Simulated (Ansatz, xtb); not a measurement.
**Loss of H2O: SiH(OH)3 → Si(OH)2 + H2O**

Species: SiH(OH)3, singlet; Si(OH)2, singlet; H2O (water) `O`, singlet. 

Shapes, held fixed at every level: PBE0-D4/def2-TZVP. Flexible molecules stand in one conformer, not always the lowest. Programs: Ansatz 0.2.0, xtb 6.7.1. The zero-point and thermal change to 298 K, harmonic and unscaled (PBE0-D4/def2-TZVP), is -0.9 kJ/mol.

(1) Estimate ΔH(298 K) of this reaction.

## Answers

(1) The highest level, CCSD(T)/CBS estimate, gives ΔH(298 K) = +248.6 kJ/mol; the levels span +233.0 to +360.0. GFN1-xTB strays far from the other rows. The column of differences is taken from that level and isn't an error. No measured value is set beside it here. The CBS estimate extrapolates MP2 from def2-TZVPP and def2-QZVPP and adds CCSD(T) − MP2 in the triple-zeta set, cores frozen.

| level | kind | ΔH(298 K) (kJ/mol) | less CCSD(T)/CBS estimate |
| --- | --- | --- | --- |
| GFN1-xTB | semi-empirical | +360.0 | +111.4 |
| HF/def2-TZVPP | Hartree–Fock | +266.3 | +17.7 |
| SPW92/def2-TZVPP | LDA | +257.3 | +8.7 |
| B3LYP-D4/def2-TZVPP | global hybrid | +241.1 | -7.5 |
| BHLYP-D4/def2-TZVPP | global hybrid | +264.7 | +16.1 |
| PBE0-D4/def2-TZVPP | global hybrid | +249.9 | +1.3 |
| CCSD/def2-SVP | coupled cluster or CI | +233.0 | -15.6 |
| CCSD/def2-TZVPP | coupled cluster or CI | +249.2 | +0.6 |
| CCSD(T)/CBS estimate | coupled cluster or CI | +248.6 | 0.0 |
